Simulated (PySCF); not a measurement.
CH₁₃NSi₄.

```xyz
19

N      1.1763    -1.9903     0.8909
Si     0.2457    -0.5310     0.6870
C      1.2370     0.6740    -0.3598
Si     3.0733     0.5634     0.0454
Si    -1.8599    -0.7760    -0.3074
Si    -2.7208     1.3632    -0.6737
H      1.3493    -2.6031     0.1004
H      1.0771    -2.5288     1.7449
H      0.0601     0.0258     2.0611
H      0.8724     1.6998    -0.1771
H      1.0907     0.4723    -1.4351
H      3.6700    -0.6755    -0.5300
H      3.8036     1.7327    -0.5350
H      3.2854     0.5754     1.5223
H     -1.7185    -1.4658    -1.6302
H     -2.8085    -1.5742     0.5302
H     -1.8258     2.0948    -1.6209
H     -4.1010     1.3421    -1.2420
H     -2.7470     2.1191     0.6153
```

Coordinates come from a ωB97X-D3(BJ)/def2-SVP optimisation. The structure was generated by enumeration; whether it is a known compound was not checked. The values are those of a single conformer.

Calculation: PBE0/pcSseg-1 (PySCF). Non-relativistic, no solvent.

Computed absolute GIAO shielding of each atom: isotropic value and principal components (ppm):
| atom | σ(iso) | σ11 | σ22 | σ33 | span |
|---|---|---|---|---|---|
| N1 | 250.7 | 224.9 | 247.5 | 279.6 | 54.6 |
| Si2 | 370.4 | 315.7 | 378.2 | 417.3 | 101.6 |
| C3 | 190.9 | 178.9 | 195.1 | 198.7 | 19.8 |
| Si4 | 420.5 | 395.7 | 405.3 | 460.6 | 64.9 |
| Si5 | 470.9 | 459.6 | 471.2 | 481.8 | 22.1 |
| Si6 | 460.8 | 452.9 | 462.2 | 467.2 | 14.3 |
| H7 | 31.5 | 24.9 | 28.2 | 41.4 | 16.6 |
| H8 | 30.9 | 23.8 | 26.2 | 42.7 | 18.9 |
| H9 | 26.3 | 23.8 | 25.2 | 30.0 | 6.2 |
| H10 | 31.5 | 25.6 | 30.2 | 38.6 | 13.0 |
| H11 | 31.1 | 26.5 | 30.2 | 36.5 | 10.0 |
| H12 | 27.2 | 23.5 | 26.1 | 32.1 | 8.6 |
| H13 | 27.2 | 23.6 | 25.0 | 33.1 | 9.5 |
| H14 | 27.3 | 23.7 | 26.0 | 32.2 | 8.5 |
| H15 | 28.1 | 25.2 | 26.2 | 33.0 | 7.8 |
| H16 | 28.0 | 24.4 | 25.6 | 34.0 | 9.6 |
| H17 | 27.9 | 24.2 | 27.3 | 32.2 | 8.0 |
| H18 | 27.7 | 24.2 | 25.0 | 33.9 | 9.7 |
| H19 | 27.9 | 24.6 | 26.3 | 32.8 | 8.3 |
